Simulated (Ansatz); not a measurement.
Cost and result for the atomization energy of C6H10BClO2, SMILES `CC1=CC(C)=[O+][B-](C)(Cl)O1` (20 atoms, 20 bonds).

Z-matrix (Å, degrees):
```
C
C 1 1.484
H 1 1.094 2 108.4
H 1 1.092 2 109.6 3 116.6
H 1 1.088 2 112.1 3 -120.9
O 2 1.280 1 115.5 3 -67.2
C 2 1.388 1 122.7 3 114.4
B 6 1.509 2 120.7 1 167.4
C 7 1.388 2 118.3 1 170.8
H 7 1.079 2 120.6 1 -1.0
Cl 8 1.871 6 106.2 2 -81.9
O 8 1.509 6 107.6 2 31.6
C 8 1.577 6 111.2 2 153.6
C 9 1.484 7 122.7 2 -170.8
H 13 1.095 8 111.4 6 -59.9
H 13 1.092 8 110.9 6 60.4
H 13 1.092 8 110.9 6 179.8
H 14 1.088 9 112.1 7 6.5
H 14 1.092 9 109.5 7 129.1
H 14 1.094 9 108.4 7 -114.4
```

Charge 0, multiplicity 1. Geometry: relaxed with PBE0-D4/def2-TZVP. Program: Ansatz. All runs use 4 threads of an AMD EPYC 7R13 on a shared host and a share of an NVIDIA H100 80 GB. Times are those of one run each, without the atoms' runs, and a repeat can differ threefold. Electronic energies, without spin–orbit coupling; frozen cores. CCSD(T)/CBS adds CCSD(T) − MP2 in def2-TZVPP to the MP2 limit, and its time is that of the two runs behind it. T1 = 0.016. HSE06 is the plane-wave form, built on full-range PBE exchange.

CCSD(T)/CBS is a level of theory with its own doubt, some kJ/mol a heavy atom from the limit and from the frozen cores, so smaller differences don't rank the functionals.

```tsv
level	functions	wall time	atomization (kcal/mol)	difference from CCSD(T)/CBS	per bond
BLYP-D4/def2-TZVPP	461	2.2 s	2078.7	7.1	0.4
B97M-V/def2-TZVPP	461	3.2 s	2090.3	18.7	0.9
PBE-D4/def2-TZVPP (with forces)	461	3.6 s	2142.4	70.8	3.5
r2SCAN-D4/def2-TZVPP (with forces)	461	3.8 s	2096.0	24.4	1.2
r2SCANh-D4/def2-TZVPP	461	4.7 s	2082.0	10.4	0.5
HSE06-D4/def2-TZVPP	461	5.5 s	2102.9	31.3	1.6
CCSD(T)/def2-SVP	194	5.5 s	1994.0	-77.6	-3.9
B2PLYP/def2-TZVPP	461	6 s	2057.9	-13.7	-0.7
CAM-B3LYP-D4/def2-TZVPP	461	6.5 s	2088.4	16.8	0.8
MP2/def2-QZVPP	883	11 s	2102.4	30.8	1.5
ωB97M-V/def2-TZVPP (with forces)	461	12 s	2086.8	15.2	0.8
CCSD(T)/def2-TZVPP	461	54 s	2023.8	-47.8	-2.4
CCSD(T)/CBS(def2)	–	65 s	2071.6	0.0	0.0
```

From BLYP to BHLYP (50 % exact exchange), in def2-TZVPP and without D4, the atomization energy moves by −50.3 kcal/mol: exact exchange takes away binding that semilocal exchange gives to molecules. The D4 term adds +21.2 kcal/mol with B3LYP and +11.4 kcal/mol with PBE0; it sums over pairs of atoms, weighted by their polarisabilities, and B3LYP, whose exchange is more repulsive, gets the larger term. Leaving LDA and LC-ωPBE aside and taking each functional with its dispersion term where it has one, the values, not all of them listed here, spread over 127.7 kcal/mol, from BHLYP-D4 to PBE-D4. LDA lies +275.6 kcal/mol from PBE without D4, its usual overbinding.

B3LYP here is the variant with VWN-RPA as its local correlation; programs differ in this.
